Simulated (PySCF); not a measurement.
Vertical excitations of a molecule C3H9FSi2 from TDA-PBE/def2-SVPD (PySCF), as energy in eV (oscillator strength): 5.60 (0.001), 6.21 (0.011), 6.33 (0.007), 6.37 (0.189), 6.50 (0.081), 6.61 (0.042). Lowest triplet (TDA): 4.08 eV. Coordinates come from a B3LYP-D3(BJ)/def2-SVP optimisation. One conformer was computed; it need not be the lowest.

### Question
Which molecule gave these data?
A. FC[SiH2]/C=C/[SiH3]
B. F[C@@H]1C[SiH2][C@H]1[SiH3]
C. F/C=C(/[SiH3])C[SiH3]
D. F[C@H]1CC[SiH2][SiH2]1

### Answer
C, F/C=C(/[SiH3])C[SiH3]
